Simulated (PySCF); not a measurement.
# GeSe: frontier orbitals

M06-2X at R = 2.152 Å; PySCF, scalar-relativistic core potentials, basis sets Ge cc-pVDZ-PP with ECP10, Se cc-pVDZ-PP with ECP10. State: ¹Σ⁺ (singlet), closed shell. Only the outer orbitals are listed, counted within each symmetry, core potentials removing the inner ones.

```csv
orbital,occ.,ε (eV),on Ge (%),main shells (%)
7σ,2,-21.03,19,"79 Se s, 14 Ge s"
8σ,2,-14.05,68,"67 Ge s, 17 Se p, 15 Se s"
9σ,2,-8.61,52,"46 Se p, 38 Ge p, 14 Ge s"
5π,2,-8.37,24,"76 Se p, 22 Ge p"
5π,2,-8.37,24,"76 Se p, 22 Ge p"
6π,0,-1.55,78,"78 Ge p, 21 Se p"
6π,0,-1.55,78,"78 Ge p, 21 Se p"
10σ,0,1.82,86,"78 Ge p, 22 Se p"
```

Problem. Which are the highest filled and the lowest empty level, where do they sit, and how wide is the gap?

Solution. Highest filled 5π at -8.37 eV (in %: 76 Se p, 22 Ge p); lowest empty 6π at -1.55 eV (in %: 78 Ge p, 21 Se p); the gap at M06-2X is 6.82 eV.

- bond order (Mayer): 2.34
- ⟨S²⟩: 0.000
- charge on Ge (Mulliken, basis-dependent): 0.28
- charge on Ge (Löwdin, basis-dependent): 0.19
- dipole moment (positive dipole means Ge(−)Se(+)): -2.25 D
